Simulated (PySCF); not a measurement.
Si(F)2(Me)(SH) (CH₄F₂SSi), SMILES F[Si](S)(F)C. Atoms are numbered in the order given.

```xyz
9

C     -1.6885    -1.0506    -0.1223
Si    -0.3002     0.1672    -0.0083
F     -0.5257     1.0790     1.3118
F     -0.3201     1.1754    -1.2727
S      1.6558    -0.6838    -0.0081
H     -1.6813    -1.7326     0.7426
H     -2.6573    -0.5261    -0.1368
H     -1.5984    -1.6537    -1.0384
H      1.3908    -1.4733     1.0599
```

Geometry optimised at B3LYP-D3(BJ)/def2-SVP. One conformer was computed; it need not be the lowest.

The numbers are results of PySCF with HF/pcSseg-1, not measurements.

GIAO shieldings, no solvent; atoms listed in one row are averaged. δ = σ(ref) − σ: ¹³C against TMS (σ = 192.6 ppm); ²⁹Si against TMS (σ = 393.8 ppm); ¹⁹F against CFCl3 (σ = 238.5 ppm); ³³S against H2S (σ = 725.2 ppm); ¹H against TMS (σ = 31.99 ppm), references at their B3LYP-D3(BJ)/def2-TZVP geometries, non-relativistic.

Computed chemical shifts:
| nucleus | atoms | count | δ (ppm) |
|---|---|---|---|
| ¹³C | C1 | 1 | 2.7 |
| ²⁹Si | Si2 | 1 | 0.3 |
| ¹⁹F | F3 | 1 | -97.9 |
| ¹⁹F | F4 | 1 | -114.4 |
| ³³S | S5 | 1 | -2.8 |
| ¹H | H9 | 1 | 1.03 |
| ¹H | H6, H7, H8 | 3 | 0.86 |
